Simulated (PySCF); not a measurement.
PySCF 2.14 output of an unrestricted TPSS calculation on a single atom or ion in def2-TZVP (6s4p4d1f, 45 functions), with no relativity, point nucleus:

```
SCF conv_tol = 1e-09
number electrons alpha = 14  beta = 10
    J. Tao, J. P. Perdew, V. N. Staroverov, and G. E. Scuseria.,  Phys. Rev. Lett. 91, 146401 (2003)
    J. P. Perdew, J. Tao, V. N. Staroverov, and G. E. Scuseria.,  J. Chem. Phys. 120, 6898 (2004)
    J. Tao, J. P. Perdew, V. N. Staroverov, and G. E. Scuseria.,  Phys. Rev. Lett. 91, 146401 (2003)
    J. P. Perdew, J. Tao, V. N. Staroverov, and G. E. Scuseria.,  J. Chem. Phys. 120, 6898 (2004)
cycle= 1 E= -1262.8011349499  delta_E= -0.00733  |g|= 0.0832  |ddm|= 0.112
cycle= 2 E= -1262.7997928898  delta_E= 0.00134  |g|= 0.122  |ddm|= 0.0685
cycle= 3 E= -1262.80258683826  delta_E= -0.00279  |g|= 0.00306  |ddm|= 0.0388
cycle= 4 E= -1262.80258904061  delta_E= -2.2e-06  |g|= 0.000264  |ddm|= 0.00121
cycle= 5 E= -1262.80258905782  delta_E= -1.72e-08  |g|= 1.1e-05  |ddm|= 0.000129
cycle= 6 E= -1262.80258905786  delta_E= -3.16e-11  |g|= 1.24e-06  |ddm|= 6.38e-06
converged SCF energy = -1262.80258905786  <S^2> = 6.0010616  2S+1 = 5.0004246
```

The run itself started from symmetry-adapted Hartree-Fock orbitals and held the occupation by maximum overlap, on a logarithmic radial grid, so the iterations belong to that start.

Problem. Which element, charge and spin multiplicity is this?

Solution. Fe²⁺ (iron, charge +2), multiplicity 5; the state was [Ar] 3d6, high-spin 5D determinant.
